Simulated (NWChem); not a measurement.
C2H3NO2Si; SMILES C1=N[SiH2]OC1=O

```xyz
9

O     -0.2135     2.3113     0.0000
C     -0.0695     1.1274     0.0000
C      1.2692     0.3919     0.0000
N      1.2745    -0.8789     0.0000
Si    -0.4336    -1.3624     0.0000
O     -1.0737     0.2242     0.0000
H      2.1842     1.0065     0.0000
H     -0.8239    -2.0856     1.2330
H     -0.8239    -2.0856    -1.2330
```
Atoms are numbered in this order, from 1.

All runs: NWChem. Structure relaxed at the PBE0/def2-SVP level. Level: PBE0/def2-SVP with SMD (1 M gas to 1 M solution), gas-phase geometry. Reactions with the solvent are ignored.

For solvent water:

cavity-dispersion-structure term (kcal/mol): 3.6
dipole in solution (D): 3.34

### Question
How do the values read with solvent toluene instead?

### Answer
| Quantity | Result |
|---|---|
| cavity-dispersion-structure term (kcal/mol) | -1.1 |
| dipole in solution (D) | 2.78 |
